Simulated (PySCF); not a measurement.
Ranking problems on computed properties.

All species are isolated and taken at one optimised geometry, non-relativistic unless stated. Electronic properties by PySCF.

The conformers computed, where there is a choice (atom-mapped SMILES and torsion angles):
- `[Cl:1][B:2]([Cl:3])[SiH:4]1[SiH2:5][SiH2:6][SiH2:7]1`: Cl1–B2–Si4–Si5 133°
- `[CH:1]#[C:2][Si@H:3]([Cl:4])[N:5]=[CH2:6]`: C2–Si3–N5–C6 -1°
- `[H]/[N:8]=[CH:7]\[CH2:6][C:4](=[C:2]([CH3:1])[CH3:3])[CH3:5]`: C2–C4–C6–C7 82°, C4–C6–C7–N8 -126°
- `[CH3:1][N:2]([CH3:3])[BH:4][PH:5][SiH3:6]`: C1–N2–B4–P5 -1°, N2–B4–P5–Si6 -79°
- `[BH2:1][PH:2][SiH2:3][N:4]([CH3:5])[CH3:6]`: B1–P2–Si3–N4 174°, P2–Si3–N4–C5 141°
- `[CH3:1][C@@H:2]1[CH2:3][P@H+:4]1[c:5]1[cH:6][cH:7][cH:8][o:9]1`: C3–P4–C5–C6 -49°
- `[CH3:1][C:2]#[C:3][C@:4]([CH3:5])([F:6])[C:7]([F:8])=[C:9]([F:10])[F:11]`: C3–C4–C7–F8 -64°
- `[O:1]=[C:2]([OH:3])[CH2:4][c:5]1[cH:6][cH:7][c:8]([F:9])[cH:10][cH:11]1`: O1–C2–C4–C5 -5°, C2–C4–C5–C6 -90°, H–O3–C2–O1 0°

(1) Rank by smallest rotational constant, highest first (PBE0-D3(BJ)/def2-SVP).
A. `CC#C[C@](C)(F)C(F)=C(F)F`
B. `ClB(Cl)[SiH]1[SiH2][SiH2][SiH2]1`
C. `[H]/N=C\CC(C)=C(C)C`
D. `C[C@@H]1C[P@H+]1c1ccco1`
E. `CN(C)BP[SiH3]`
F. `C#C[Si@H](Cl)N=C`
G. `BP[SiH2]N(C)C`

(2) Rank by electronic spatial extent ⟨r²⟩ about the centre of nuclear charge, lowest first (wB97X-D/def2-SVPD at PBE0-D3(BJ)/def2-SVP geometries).
A. `[Si@H](N=C)(Cl)C#C`
B. `ClB(Cl)[SiH]1[SiH2][SiH2][SiH2]1`
C. `C[C@@H]1C[P@H+]1c1ccco1`
D. `BP[SiH2]N(C)C`
E. `CC#C[C@](C)(F)C(F)=C(F)F`
F. `CN(C)BP[SiH3]`
G. `O=C(O)Cc1ccc(F)cc1`

(3) Rank by lowest singlet excitation, lowest first (TDDFT wB97X-D/def2-SVPD at PBE0-D3(BJ)/def2-SVP geometries).
A. `CN(C)BP[SiH3]`
B. `C#C[Si@H](Cl)N=C`
C. `[H]/N=C\CC(C)=C(C)C`
D. `CC#C[C@](C)(F)C(F)=C(F)F`
E. `ClB(Cl)[SiH]1[SiH2][SiH2][SiH2]1`
F. `BP[SiH2]N(C)C`

(4) By how much do the two ends of that ranking differ?

(5) Rank by vertical ionisation energy, lowest first (ΔSCF wB97X-D/def2-SVPD at PBE0-D3(BJ)/def2-SVP geometries).
A. `CN(C)BP[SiH3]`
B. `C#C[Si@H](Cl)N=C`
C. `ClB(Cl)[SiH]1[SiH2][SiH2][SiH2]1`
D. `BP[SiH2]N(C)C`
E. `C[C@@H]1C[P@H+]1c1ccco1`

(6) Rank by dipole moment, lowest first (wB97X-D/def2-SVPD at PBE0-D3(BJ)/def2-SVP geometries).
A. `CN(C)BP[SiH3]`
B. `BP[SiH2]N(C)C`
C. `[H]/N=C\CC(C)=C(C)C`
D. `C#C[Si@H](Cl)N=C`
E. `ClB(Cl)[SiH]1[SiH2][SiH2][SiH2]1`

(7) Rank by HOMO–LUMO gap, lowest first (wB97X-D/def2-SVPD at PBE0-D3(BJ)/def2-SVP geometries).
A. `CC(=C(C/C=N\[H])C)C`
B. `ClB(Cl)[SiH]1[SiH2][SiH2][SiH2]1`
C. `BP[SiH2]N(C)C`
D. `C[C@@H]1C[P@H+]1c1ccco1`
E. `CC#C[C@](C)(F)C(F)=C(F)F`
F. `B(N(C)C)P[SiH3]`

Results:

(1) F (1.258 GHz), E (1.103 GHz), C (1.052 GHz), G (1.000 GHz), D (0.699 GHz), A (0.610 GHz), B (0.509 GHz).

(2) A (926 bohr²), F (1192 bohr²), D (1232 bohr²), C (1642 bohr²), E (1970 bohr²), G (2101 bohr²), B (2386 bohr²).

(3) B (4.14 eV), E (4.53 eV), F (4.98 eV), C (5.31 eV), A (5.49 eV), D (6.08 eV).

(4) By 1.94 eV, between `CC#C[C@](C)(F)C(F)=C(F)F` and `C#C[Si@H](Cl)N=C`.

(5) D (8.36 eV), A (8.71 eV), C (9.35 eV), B (9.74 eV), E (13.20 eV).

(6) E (0.84 D), B (2.01 D), A (2.28 D), C (2.76 D), D (3.24 D).

(7) C (8.62 eV), B (8.89 eV), D (9.55 eV), F (9.92 eV), A (10.04 eV), E (11.06 eV).
